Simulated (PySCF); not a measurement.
Structure from 2D NMR

Compound of formula C5H13OPSi2. Correlations simulated from computed shifts and the bond graph:

HSQC (one-bond C–H):
| δH | δC |
| --- | --- |
| 7.03 | 161.2 |
| 2.81 | 34.6 |
| 2.77 | 34.6 |
| 2.54 | 33.6 |
| 2.49 | 33.6 |
| 0.29 | 3.3 |

COSY cross peaks (H two or three bonds apart, from the bond graph; peaks can be absent where the dihedral angle is near 90°):
| δH | δH |
| --- | --- |
| 7.03 | 2.81 |
| 7.03 | 2.77 |
| 3.82 | 3.64 |
| 3.82 | 1.00 |
| 3.64 | 1.00 |
| 2.81 | 2.77 |
| 2.81 | 2.54 |
| 2.81 | 2.49 |
| 2.77 | 2.54 |
| 2.77 | 2.49 |
| 2.54 | 2.49 |

HMBC (two and three bonds, from the bond graph):
| δH | δC |
| --- | --- |
| 7.03 | 161.7, 34.6, 33.6 |
| 3.82 | 161.7, 3.3 |
| 3.64 | 161.7, 3.3 |
| 2.81 | 161.7, 161.2, 33.6 |
| 2.77 | 161.7, 161.2, 33.6 |
| 2.54 | 161.7, 161.2, 34.6 |
| 2.49 | 161.7, 161.2, 34.6 |
| 0.29 | 161.7 |

Carbons without hydrogens: δ 161.7.

How the numbers were obtained: geometry: GFN2-xTB, NMR shieldings at PBE0/pcSseg-1/GIAO, in PySCF (one averaged value for each set of equivalent atoms, relativity neglected, gas phase, one computed conformer).

Referencing at the same level of theory: ¹H (31.72 ppm), ¹³C (186.93 ppm) against TMS.

Exchangeable hydrogens are left out of these lists.

Task: Work out the connectivity.

Result: `C[Si@@](O)([SiH2]P)C1=CCC1`.

Numbering as in the mapped SMILES `[CH3:1][Si@@:2]([OH:3])([SiH2:4][PH2:5])[C:6]1=[CH:7][CH2:8][CH2:9]1`. Each H is labelled by its parent atom. Ha(Si4), Ha(C8), Ha(C9) are pro-R; Hb(Si4), Hb(C8), Hb(C9) are pro-S.

1. δC 161.7 is C6, a fully substituted alkene carbon.
2. δC 161.2 is C7, an alkene CH (δH 7.03).
3. δC 34.6 is C8, an allylic sp3 CH2 (δH 2.77, 2.81).
4. δC 33.6 is C9, an allylic sp3 CH2 (δH 2.54, 2.49).
5. δC 3.3 is C1, a methyl carbon bonded to Si (δH 0.29).
6. HMBC from δH 7.03 reaches the proton-free carbon C6.
7. HMBC from δH 3.82 reaches the proton-free carbon C6.
8. HMBC from δH 3.64 reaches the proton-free carbon C6.
9. HMBC from δH 2.81 reaches the proton-free carbon C6.
10. COSY links 7.03–2.81, 7.03–2.77, 3.82–3.64, 3.82–1.00, 3.64–1.00, 2.81–2.77.

The data come from this structure; uniqueness wasn't tested.

OH and NH positions are those of a molecule without intermolecular hydrogen bonds; in solution they move with solvent, concentration and temperature, and exchange usually removes their couplings. Shifts are as computed. Against solution values, carbons near 30 ppm lie about +3 ppm off and those near 130 ppm about +5 ppm. Of 1211 compounds with measured shifts, 218 miss one by over three times the rms of a fit or turn the order of signals round; such compounds aren't used in these exercises.
